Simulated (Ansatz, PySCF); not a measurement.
Reaction R1 + R2 → P1 + P2, each structure at its B3LYP-D3(BJ)/def2-TZVP stationary point, reached from a drawn start (curvature not checked).
R1: SiH4 (SMILES [SiH4]), charge 0, multiplicity 1.
R2: H4OSi (SMILES O[SiH3]), charge 0, multiplicity 1.
P1: H6OSi2 (SMILES [SiH3]O[SiH3]), charge 0, multiplicity 1.
P2: H2 (SMILES [H][H]), charge 0, multiplicity 1.

P less R. No zero-point or thermal terms.

Cores are frozen in the correlated methods. CBS(a, b) extrapolates the correlation energy as X⁻³ and adds the Hartree–Fock energy of set b.

Programs: Ansatz (Gaussian basis) for Hartree–Fock, density functionals and correlated methods; PySCF for the D3/D4 terms. All values are computed, each at the level named.

The comparison value is -0.888 eV (CCSD(T)/CBS(cc-pV(T+d)Z, cc-pV(Q+d)Z)). It is a level with limits of its own, not the exact answer.

### Question
Order these levels by how close they come to the comparison value for the reaction energy, closest first: B97M-V/def2-TZVPP, B3LYP-D4/def2-TZVPP, revPBE-D3(BJ)/def2-TZVPP, PBE0-D3(BJ)/def2-TZVPP, B2PLYP/def2-TZVPP. Give each level's value less the comparison value.

### Answer
B3LYP-D4/def2-TZVPP (0.020 eV), B2PLYP/def2-TZVPP (0.049 eV), B97M-V/def2-TZVPP (0.064 eV), PBE0-D3(BJ)/def2-TZVPP (0.130 eV), revPBE-D3(BJ)/def2-TZVPP (0.156 eV)

Ansatz is an electronic-structure program.
